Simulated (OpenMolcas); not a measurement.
Cu2+: moving or changing the point charges

Cu2+ among 6 point charges of -2.2 e arranged as an octahedron (Oh), 2.02 Å from the ion.
```
   2.0200    0.0000    0.0000  -2.20
   0.0000    2.0200    0.0000  -2.20
  -2.0200    0.0000    0.0000  -2.20
   0.0000   -2.0200    0.0000  -2.20
   0.0000    0.0000    2.0200  -2.20
   0.0000    0.0000   -2.0200  -2.20
```

```json
{"Program": "OpenMolcas", "Method": "CASSCF", "Basis": "ANO-RCC-VDZP [5s4p2d1f]", "Scalar Hamiltonian": "DKH2, point nucleus", "Active space": "9 electrons in 5 orbitals (3d)", "State averaging": "2S+1 = 2 even, 5 roots", "Spin-orbit coupling": "state interaction with AMFI integrals over the reference wave functions"}
```

Runs around this geometry, states (labels of O, the rotations of Oh). Energies in cm-1 above the lowest state or level, χT in cm3 K/mol; 10Dq is the gap between the two states.

| R (Å) | q (e) | Ground state | First state of that spin | 10Dq | First gap with spin-orbit (degeneracies) | χT at 300 K |
| --- | --- | --- | --- | --- | --- | --- |
| 2.02 | -1.76 | 2E | 2T2 3034 | 3034 | 2491 (4, 2) | 0.847 |
| 1.84 | -2.2 | 2E | 2T2 5676 | 5676 | 5029 (4, 2) | 0.654 |
| 2.02 | -2.2 | 2E | 2T2 3785 | 3785 | 3200 (4, 2) | 0.772 |
| 2.1 | -2.2 | 2E | 2T2 3187 | 3187 | 2634 (4, 2) | 0.830 |

Taking |10Dq| as R^-n, n = -ln(3187 / 5676) / ln(2.1 / 1.84) = 4.4 between the shortest and longest distance. The point-charge formula for a cubic d site gives n = 5.

Scaling the charges by -1.76 / -2.2 = 0.80 scales |10Dq| by 3034 / 3785 = 0.80; with fixed orbitals a first-order splitting would follow the charge.

An orbital doublet at a regular site is open to a Jahn-Teller distortion, which this geometry leaves out. The ground term spreads over less than 5000 cm-1, several times less than with real ligands, so orbital moments are less quenched and χT lies further from the spin-only value than at real sites (holds for R = 2.02, q = -1.76; R = 2.02, q = -2.2; R = 2.1, q = -2.2). Point charges carry no covalency, so the field is a model and not that of real ligands. No measured value stands beside these numbers.
